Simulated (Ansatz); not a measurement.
H$_{6}$Ge$_{2}$, charge +1, doublet, at a GFN2-xTB geometry (a state made from the parent by changing its charge; the spin is typed, not shown lowest). Base run: HF/cc-pVTZ in Ansatz (a first-principles code).

Geometry (Å):
```xyz
8

Ge    -1.2947     0.1370    -0.0200
Ge     1.2947    -0.1370     0.0200
H     -1.7369    -0.8540    -1.0694
H     -1.4892     1.5857    -0.3970
H     -1.7067    -0.2099     1.3902
H      1.4898    -1.5730     0.4422
H      1.7409     0.8866     1.0358
H      1.7021     0.1646    -1.4019
```
Charge +1, spin multiplicity 2.
Orbitals are unrestricted.
All else is at Ansatz's defaults.
Base energy -4153.98105 Eh.

Variants of this job, named by their change:

```
change                                                           ΔE vs base (mEh)
---------------------------------------------------------------  ----------------
base                                                                        0.000
lower_state_search = full                                                   0.000
point_charge = charge:-1.0 position_ang:-2.5474, 3.2457, 3.1832            -103.4
point_charge = charge:0.5 position_ang:2.1311, -4.4235, 1.7458             49.167
accuracy = high                                                            -0.050
fitting.mean_field = cc-pVTZ-JKFIT                                          0.038
lower_state_search = off                                                    0.000
forces = on                                                                 0.000
point_charge = charge:1.0 position_ang:0.5637, -0.2108, 5.1764             94.919
fitting.mean_field = def2-universal-JKFIT                                   0.015
nuclear_model = gaussian                                                   17.779
```
